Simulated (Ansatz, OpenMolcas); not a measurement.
**Worked example: the enthalpy of formation of SiCl3 (SMILES Cl[Si](Cl)Cl)**

SiCl3: 4 atoms, total charge 0, spin state doublet. As SMILES, `Cl[Si](Cl)Cl`. The shape is that of a PBE0-D4/def2-TZVP optimisation.

Total energies at UHF/aug-cc-pVDZ (OpenMolcas 26.06); the atoms run unrestricted:

| species | state | energy (Eh) |
| --- | --- | --- |
| SiCl3 | doublet | -1667.567383 |
| Cl | doublet | -459.472781 |
| Si | triplet | -288.850936 |

Harmonic wavenumbers at UPBE0-D4/def2-TZVP, in cm⁻¹: 163, 163, 239, 474, 590, 590.

Measured heats of formation of the gaseous atoms at 298.15 K, in kJ/mol: Cl 121.3, Si 450.0. Spin-orbit lowering of the atoms at 298 K (mean of the ground term's levels less their thermal mean, from spectra), in kJ/mol: Cl 3.44, Si 0.44. Take 1 Eh = 2625.50 kJ/mol, 1 cm⁻¹ = 0.0119627 kJ/mol, RT = 2.479 kJ/mol.

Work out the heat of formation of the gas at 298 K.


1. Electronic atomisation energy: 3 × (-459.472781) + (-288.850936) − (-1667.567383) = 0.298104 Eh = 782.7 kJ/mol.
2. Zero-point energy: half the sum of the wavenumbers, 1109.5 cm⁻¹ = 13.3 kJ/mol.
3. Thermal vibrational enthalpy, Σ hcν̃/(exp(hcν̃/kT) − 1): 6.1 kJ/mol. Translation, rotation and pV of a non-linear molecule: 4 RT = 9.9 kJ/mol.
4. The 4 free atoms carry 5/2 RT each: 24.8 kJ/mol.
5. Spin-orbit coupling lowers the free atoms by 3 × 3.44 + 0.44 = 10.8 kJ/mol.
6. Atomisation enthalpy at 298 K: 782.7 − 10.8 − 13.3 − 6.1 − 9.9 + 24.8 = 767.4 kJ/mol.
7. Sum of the atoms' heats of formation: 813.9 kJ/mol. Heat of formation: 813.9 − 767.4 = +46.5 kJ/mol.

No measured value is set beside it here. Hartree–Fock leaves out correlation, which is larger in the molecule than in the atoms, so it underbinds and puts the heat of formation too high. Anharmonicity and any spin-orbit splitting of the molecule are left out.
